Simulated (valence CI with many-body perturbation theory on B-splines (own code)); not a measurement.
## Level structure of Ar¹³⁺

Calculated by valence CI with perturbative core correlation (CI+MBPT): three valence electrons over a frozen Dirac-Fock core [He], radial functions for each j: 11 s, 11 p, 10 d, 8 f, 5 g, 2 h, with the one-electron correlation potential Σ1, the two-electron term Σ2, the three-electron term Σ3, Breit, model QED; selected CI, second order for the rest, scaled by the run's own slope (own B-spline code, finite nucleus).

No measured spectrum was set against this ion. As an estimate, levels of excited configurations hold to 0.05 to 0.15 % of their energy, terms of the ground configuration to about 0.5 %.

Levels 181 to 192 of 192, with energies above the lowest level, 2s2.2p 2P°_1/2. "Leading %" is the weight of the configuration and term that name the level; weights of strongly mixed levels are sums over their largest components and can fall short. In the jj column 3d3/2^4 stands for four electrons in 3d with j = 3/2.

```tsv
No.	Configuration	Term	J	E (Ry)	Leading %	g	Leading jj
181	2s.2p.4f	2G	9/2	45.549	88	1.121	2s 2p3/2 4f5/2 (77 %)
182	2s.2p.4f	4D	3/2	45.551	79	1.062	2s 2p3/2 4f5/2 (97 %)
183	2s.2p.4f	2D	5/2	45.559	45	1.180	2s 2p3/2 4f7/2 (96 %)
184	2s.2p.4f	4D	1/2	45.563	100	-0.001	2s 2p3/2 4f5/2 (100 %)
185	2s.2p.4f	2D	3/2	45.587	85	0.840	2s 2p3/2 4f7/2 (98 %)
186	2s.2p.4s	2P°	1/2	46.388	98	0.666	2s 2p3/2 4s (69 %)
187	2s.2p.4s	2P°	3/2	46.392	98	1.334	2s 2p3/2 4s (71 %)
188	2s.2p.4p	2D	3/2	46.789	94	0.823	2s 2p3/2 4p1/2 (69 %)
189	2s.2p.4p	2S	1/2	46.800	46	1.404	2s 2p3/2 4p1/2 (61 %)
190	2s.2p.4p	2D	5/2	46.802	98	1.200	2s 2p3/2 4p3/2 (69 %)
191	2s.2p.4p	2P	1/2	46.821	54	1.265	2s 2p3/2 4p3/2 (60 %)
192	2s.2p.4p	2P	3/2	46.830	94	1.310	2s 2p3/2 4p3/2 (68 %)
```

Names give the largest LS component (configuration and term), which can be under half, so a name can repeat, a term be missing and a line seem to break the LS rules; names also repeat where a configuration has a term twice.

Where two levels of one J and parity lie close, their mixing, g and order are uncertain.
